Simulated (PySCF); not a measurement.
C₆ coefficients of unlike pairs at PBE

Calculated with PySCF 2.14 from the dipole response of each species, C₆(A,B) = (3/π) ∫ α_A(iu) α_B(iu) du, in atomic units, from isotropic polarisabilities. For ions this is the dispersion term alone; charge-induced terms of lower order in 1/R come first.

| species | configuration | basis | relativity | α (bohr³) | C₆ (like pair) |
| --- | --- | --- | --- | --- | --- |
| Si⁺ | [Ne] 3s2 3p1 (2P) | aug-cc-pwCVQZ (10s9p7d5f3g) | none | 19.12 | 101.0 |
| Br⁺ | [Ar] 3d10 4s2 4p4 (3P) | aug-cc-pVTZ-PP with ECP10MDF (6s5p4d2f) | core potential | 12.87 | 79.69 |
| Cl⁺ | [Ne] 3s2 3p4 (3P) | x2c-QZVPPall with one added diffuse shell each of s, p, d, f type (10s7p5d3f1g) | spin-free X2C | 8.819 | 41.84 |
| Rb | [Kr] 5s1 (2S) | def2-QZVPPD with the def2 core potential (28 electrons) (7s5p4d3f) | core potential | 355.6 | 5484 |

Problem. Estimate C₆ for Rb with Br⁺.

Solution. The integral gives 402.4. The combination rule 2 C_A C_B / (C_A α_B/α_A + C_B α_A/α_B) gives 364.0 and the geometric mean 661.1.

No spin-orbit coupling is included.

The other pairs:

```tsv
pair	C₆
Rb, Si⁺	541.8
Rb, Cl⁺	280.7
Cl⁺, Br⁺	57.66
Br⁺, Si⁺	86.51
Cl⁺, Si⁺	61.77
```
